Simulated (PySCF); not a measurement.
## Vertical excitation energies

La(NH2)3.
Z-matrix (Å and degrees, PBE0-D3(BJ)/def2-SVP geometry), rows numbered from 1:
```
La
N   1  2.3089
H   2  1.0217  1  127.31
H   2  1.0216  1  127.52  3   179.46
N   1  2.3084  2  119.89  3   179.66
H   5  1.0215  1  128.24  2   179.33
H   5  1.0218  1  126.57  2     0.26
N   1  2.3085  2  120.21  3     1.02
H   8  1.0215  1  128.20  2    -1.69
H   8  1.0218  1  126.60  2   177.76
```

Theory: TDDFT B3LYP/def2-SVPD, vertical, gas phase, core orbitals frozen in the response, def2 core potentials past Kr (PySCF). Spin–orbit coupling is left out.

Q: List the vertical singlet excitations with oscillator strengths and describe the spectrum.

A: 

```
state  E (eV)  E (kJ/mol)  λ (nm)       f  main configurations (H = HOMO, L = LUMO)
   S1    3.44         332   360.1   0.074                                 H→L (99%)
   S2    3.82         368   324.7  0.0000                           H-2/H-1→L (99%)
   S3    3.82         369   324.6  0.0000                           H-2/H-1→L (99%)
   S4    5.05         487   245.5   0.059                               H→L+1 (91%)
   S5    5.18         500   239.5  0.0000           H→L+2 (72%), H-2/H-1→L+1 (≥17%)
   S6    5.18         500   239.4  0.0000           H→L+3 (72%), H-2/H-1→L+1 (≥18%)
   S7    5.48         528   226.4  0.0035           H→L+5 (62%), H-2/H-1→L+1 (≥10%)
   S8    5.49         529   226.0  0.0043                               H→L+6 (72%)
   S9    5.50         530   225.6  0.0007           H→L+4 (28%), H-2/H-1→L+1 (≥24%)
  S10    5.50         530   225.5  0.0004     H-2/H-1→L+1 (≥37%), H-2/H-1→L+2 (≥9%)
```

Triplets, Tamm–Dancoff:

| state | E (eV) | λ (nm) | main configurations (H = HOMO, L = LUMO) |
| --- | --- | --- | --- |
| T1 | 3.34 | 371.1 | H→L (99%) |
| T2 | 3.70 | 335.4 | H-2/H-1→L (≥97%) |
| T3 | 3.70 | 335.3 | H-2/H-1→L (≥97%) |

The lowest singlet lies at 3.44 eV (360 nm, ultraviolet) and is of moderate strength; its leading configuration is HOMO→LUMO (99%). The lowest level is also the most intense of those listed (f = 0.074). S2/S3, S5/S6 and S7/S8/S9/S10 lie within about 0.01 eV of each other in each set. Löwdin shares by element: HOMO nitrogen 72%, lanthanum 8% (atoms not listed hold the other 19%); LUMO lanthanum 90%. Weighted by f, the mean energy of these states is 4.24 eV. Orbital energies (eV): HOMO-3 -8.15, HOMO-2 -6.31, HOMO-1 -6.30, HOMO -5.87, LUMO -1.52, LUMO+1 0.10, LUMO+2 0.19. No computed singlet lies in the visible range (380 to 750 nm); the lowest, at 360 nm, stands 0.18 eV above its violet end (3.26 eV). The vertical ionisation energy (ΔSCF) is 7.70 eV, 2.20 eV above S10. Orbitals of the list HOMO-3 to LUMO+2 that lie within 0.01 eV of each other are written together with a slash and their weights summed (≥ marks a lower bound); for degenerate orbitals outside that list single weights are arbitrary. Singlets were solved by full linear response, triplets in the Tamm–Dancoff approximation.

Hardware: one thread, x86-64 server, shared host. Cost: 42 s.
